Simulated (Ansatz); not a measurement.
`O[SiH2][SiH](S)Cl` + `O[SiH](O)S` → `O[SiH2]S[SiH](O)O` + `S[SiH2]Cl`  (cleavage of the Si–Si bond)

Program: Ansatz. Geometries: PBE0-D4/def2-TZVP. ΔE: electronic, gas phase. CCSD(T)/CBS is the MP2 limit (def2-TZVPP, def2-QZVPP) plus CCSD(T) − MP2 in def2-TZVPP, frozen cores. Functionals use def2-TZVPP. B3LYP here is the variant with VWN-RPA as its local correlation; programs differ in this. Each species was taken in one conformer, which may not be the lowest.

```csv
level,ΔE (kcal/mol),difference from CCSD(T)/CBS
PBE0-D4,-19.1,1.7
B3LYP-D4,-19.5,1.3
ωB97X-V,-20.2,0.6
ωB97M-V,-21.6,-0.8
HF/def2-TZVPP,-21.1,-0.3
MP2/def2-TZVPP,-22.8,-2.0
SCS-MP2/def2-TZVPP,-21.9,-1.1
CCSD/def2-TZVPP,-20.4,0.4
MP2/def2-QZVPP,-22.9,-2.1
CCSD/CBS(def2),-20.5,0.3
CCSD(T)/CBS,-20.8,0
```

Largest T1 diagnostic among the species: 0.012.

From PBE to PBE0 (25 % exact exchange), in def2-TZVPP and without D4, ΔE moves by −1.3 kcal/mol.
